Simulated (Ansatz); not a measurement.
Bi8O18H12⁻. Total charge -1; doublet. Geometry r2SCAN-D4/def2-SVP, that of the neutral singlet; atoms count from 1.

Cartesian coordinates in Å:
```
Bi -1.668 -0.413 -0.314
Bi 2.217 -1.714 -0.422
Bi 1.407 1.343 1.662
Bi -2.105 3.175 -0.414
Bi 0.215 -0.550 -3.386
Bi -0.340 -2.016 2.316
Bi -2.325 1.686 2.635
Bi -0.523 -4.046 -0.807
O -0.431 0.886 -1.785
O 2.148 -0.181 -2.007
O -1.823 -1.067 -2.629
O -0.137 1.173 -4.588
O -2.054 -3.700 -2.318
O 0.643 -2.565 -1.728
O -3.339 1.530 -1.089
O 1.200 -3.429 1.062
O 2.925 2.804 2.097
O 3.083 -0.101 1.125
O -1.146 1.675 0.734
O 1.602 1.930 -0.515
O 0.444 -0.835 0.559
O 1.432 -0.791 3.151
O -3.065 3.401 1.378
O -1.529 -2.737 0.493
O -0.441 2.358 3.464
O -1.794 -0.407 2.213
H 0.328 1.371 -1.342
H 2.120 0.703 -1.533
H -1.957 -2.057 -2.673
H -0.529 1.854 -4.021
H -2.926 -3.786 -1.902
H -3.258 1.377 -2.046
H 1.778 -4.048 1.533
H 3.775 2.440 1.805
H 3.016 -0.604 1.964
H 2.175 2.711 -0.540
H 1.362 -0.651 4.109
H -0.479 3.281 3.759
```

In the def2 sets Bi takes a core potential; there is no spin–orbit coupling. Single mean-field runs in def2-SVP are fitted with def2-universal-jkfit. The highest occupied level of the charge -1 doublet lies above zero (up to 0.77 eV). By energy differences its removal costs 0.41 eV (vertical, to the charge 0 singlet, at PBE0-D4/def2-SVP); self-interaction error and the lack of diffuse functions both raise the level.

Estimate the Mulliken populations of the heavy atoms from the PBE0/def2-SVP orbitals of Ansatz.


| atom | charge (e) | spin (α − β) |
| --- | --- | --- |
| Bi1 | 1.27 | 0.04 |
| Bi2 | 1.13 | 0.09 |
| Bi3 | 1.24 | 0.01 |
| Bi4 | 0.79 | 0.47 |
| Bi5 | 1.14 | 0.04 |
| Bi6 | 1.07 | 0.15 |
| Bi7 | 0.98 | 0.23 |
| Bi8 | 1.05 | 0.02 |
| O9 | -0.63 | 0.00 |
| O10 | -0.62 | 0.00 |
| O11 | -0.62 | 0.00 |
| O12 | -0.58 | 0.00 |
| O13 | -0.57 | 0.00 |
| O14 | -0.81 | 0.01 |
| O15 | -0.56 | 0.01 |
| O16 | -0.60 | 0.00 |
| O17 | -0.60 | 0.00 |
| O18 | -0.59 | 0.00 |
| O19 | -0.79 | -0.02 |
| O20 | -0.59 | 0.00 |
| O21 | -0.82 | -0.01 |
| O22 | -0.60 | 0.00 |
| O23 | -0.75 | -0.02 |
| O24 | -0.79 | 0.00 |
| O25 | -0.58 | 0.00 |
| O26 | -0.79 | -0.01 |
Mulliken values and Mayer orders depend strongly on the basis.

Where does the spin sit?

Summed by element: Bi 1.04, O -0.04, H 0.01, of 1 unpaired in all. Largest on single atoms: Bi4 0.47, Bi7 0.23, Bi6 0.15.

And the Mayer bond orders between bonded heavy atoms (over 0.3)?

Bi1–O9 0.41 (2.32 Å); Bi1–O11 0.39 (2.41 Å); Bi1–O19 0.35 (2.39 Å); Bi1–O21 0.41 (2.32 Å); Bi1–O24 0.31 (2.46 Å); Bi1–O26 0.31 (2.53 Å); Bi2–O10 0.64 (2.21 Å); Bi2–O14 0.59 (2.21 Å); Bi2–O16 0.32 (2.49 Å); Bi2–O18 0.44 (2.40 Å); Bi2–O21 0.58 (2.21 Å); Bi3–O17 0.82 (2.15 Å); Bi3–O18 0.50 (2.28 Å); Bi3–O20 0.53 (2.26 Å); Bi4–O15 0.63 (2.17 Å); Bi4–O19 0.60 (2.12 Å); Bi4–O23 1.03 (2.05 Å); Bi5–O9 0.54 (2.25 Å); Bi5–O10 0.39 (2.40 Å); Bi5–O11 0.62 (2.23 Å); Bi5–O12 0.89 (2.13 Å); Bi6–O16 0.33 (2.44 Å); Bi6–O21 0.49 (2.26 Å); Bi6–O22 0.52 (2.31 Å); Bi6–O24 0.50 (2.29 Å); Bi6–O26 0.74 (2.17 Å); Bi7–O19 0.54 (2.24 Å); Bi7–O23 0.72 (2.25 Å); Bi7–O25 0.69 (2.17 Å); Bi7–O26 0.59 (2.20 Å); Bi8–O13 0.70 (2.18 Å); Bi8–O14 0.85 (2.10 Å); Bi8–O24 0.88 (2.10 Å).
